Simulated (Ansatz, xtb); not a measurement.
## Isomers of C6H10Si in order of energy

5 gas-phase structures of C6H10Si, from a drawn sample of its isomers (lower ones may exist). Each was relaxed with GFN2-xTB; where two conformers were screened, the lower at r2SCAN-D4/def2-SVP//GFN2-xTB is listed:

A. `C#C[C@@H]1CC[C@H]1[SiH3]`, a singlet
B. `C#C[C@H]1C[C@H]([SiH3])C1`, a singlet
C. `C#CC1([SiH3])CCC1`, a singlet
D. `C#C[C@H]1C[C@@H]([SiH3])C1`, a singlet
E. `C#C[C@@H]1CC[C@@H]1[SiH3]`, a singlet

Question: Make a reasoned guess at their ranking by r2SCAN-D4/def2-SVP//GFN2-xTB single-point energy.

Answer: Calculated order at r2SCAN-D4/def2-SVP//GFN2-xTB: C (0.0), E (2.1), A (3.0), B (3.8), D (4.9) kJ/mol. Less than 1 kcal/mol parts C and E; E and A; A and B; B and D, so the order within those pairs means little.

Energies above the lowest of each column, in kJ/mol; the last columns are at r2SCAN-D4/def2-SVP geometries:

| structure | GFN2-xTB | HF/STO-3G | r2SCAN-D4/def2-SVP//GFN2-xTB | r2SCAN-D4/def2-SVP | CCSD(T)/def2-SVP + ΔMP2/def2-TZVPP |
| --- | --- | --- | --- | --- | --- |
| C | 0.0 | 0.6 | 0.0 | 0.0 | 0.0 |
| E | 4.4 | 3.3 | 2.1 | 2.7 | 3.5 |
| A | 3.6 | 0.0 | 3.0 | 2.5 | 3.1 |
| B | 5.2 | 2.1 | 3.8 | 4.2 | 4.6 |
| D | 5.9 | 0.6 | 4.9 | 3.3 | 3.9 |

Every level run on C puts it lowest or level with the lowest. CCSD(T)/def2-SVP + ΔMP2/def2-TZVPP orders those it was run on as C (0.0), A (3.1), E (3.5), D (3.9), B (4.6) kJ/mol. Less than 1 kcal/mol parts C and A; A and E; E and D; D and B, so the order within those pairs means little. ΔMP2 is the change of the MP2 energy from the smaller to the larger basis.

Over these structures GFN2-xTB departs from r2SCAN-D4/def2-SVP//GFN2-xTB by 0.6 kJ/mol on average once a common shift is removed. A GFN2-xTB relaxation took about 0.32 s and the r2SCAN-D4/def2-SVP//GFN2-xTB energy about 6.3 s on a shared host (Ansatz 0.2.0, xtb 6.7.1).
